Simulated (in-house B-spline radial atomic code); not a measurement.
**How G0W0 and RPA depend on the start: Zr36+**

Configuration [He] 2s2. Computed with a B-spline radial code for spherical atoms: all electrons, non-relativistic, point nucleus, each spin shell either full or empty, empty states to l = 9 with an (l + 1/2)⁻⁴ tail; G0W0 by contour deformation at full frequency.

Without relativity these are model numbers: it shifts the levels of so heavy an element strongly and can reorder them.

| start | mean-field 2s (eV) | G0W0 (eV) | QP weight | RPA correlation (Eh) |
| --- | --- | --- | --- | --- |
| Hartree-Fock | -4858.21 | -4867.86 | 0.982 | -0.5198 |
| PBE | -4801.62 | -4871.39 | 0.958 | -0.88585 |
| LDA VWN5 | -4795.76 | ? | ? | ? |
| TPSS | -4804.46 | -4871.18 | 0.960 | -0.85165 |
| r2SCAN | -4805.14 | ? | ? | ? |

(1) What G0W0 level, weight and RPA correlation energy follow from the r2SCAN start?

(2) What G0W0 level, weight and RPA correlation energy follow from the LDA VWN5 start?

(3) How much of the dependence on the start does G0W0 remove?

Results:

(1) G0W0 level -4871.00 eV, weight 0.962, RPA correlation -0.82455 hartree.

(2) G0W0 level -4871.34 eV, weight 0.959, RPA correlation -0.89842 hartree.

(3) The mean-field levels span 62.5 eV and the G0W0 levels 3.52 eV. Against 4991 ± 5 eV (NIST, semi-empirical) the G0W0 removal energies are off by -123.14 to -119.61 eV, with relativity, Breit and QED terms left out.
